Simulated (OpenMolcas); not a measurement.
## C2H5BN: a line through the functionals

The species is C2H5BN (9 atoms), meant as a doublet with charge 0. SMILES: `B[N]C=C`. The shape is that of a PBE0-D4/def2-TZVP optimisation.

The electronic atomisation energy y, in eV, basis def2-SVPD; a is the functional's share of exact exchange. Programs: OpenMolcas 26.06.

```
functional     program     a  y (eV)
     UBLYP  OpenMolcas     0   37.25
  U-r2SCAN  OpenMolcas     0   37.29
    UB3LYP  OpenMolcas   0.2   37.20
     UPBE0  OpenMolcas  0.25       ?
    UBHLYP  OpenMolcas   0.5   36.09
```

Question: Fit y = c + s·a to the known rows and predict UPBE0.

Answer: 
1. Means of the 4 rows: a = 0.1750, y = 36.958.
2. Σ(Δa)² = 0.1675, Σ(Δa·Δy) = -0.38525, so the slope is -0.38525/0.1675 = -2.3.
3. Intercept: 36.958 − (-2.3) × 0.1750 = 37.361. The largest residual of the fit is 0.30.
4. UPBE0: 37.361 + (-2.3) × 0.25 = 36.79 eV.

The run gave 37.37 eV, so the prediction is off by -0.58 eV, more than the largest residual. The rows mix families of semi-local functionals, which the line can't see.
